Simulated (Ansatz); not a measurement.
`[OH][GeH]([F])[SH]`, charge 0, multiplicity 1.

(1) Give a relaxed structure at PBE0-D4/def2-TZVP (Ansatz 0.2.0). (Best estimate.)

## Answers

(1) The calculation gave: 
```xyz
7

O    -0.726    0.954    1.023
Ge    0.124    0.368   -0.398
F     1.689    1.109   -0.456
S     0.616   -1.775   -0.259
H    -0.339    0.639    1.845
H    -0.684    0.827   -1.609
H    -0.679   -2.122   -0.147
```
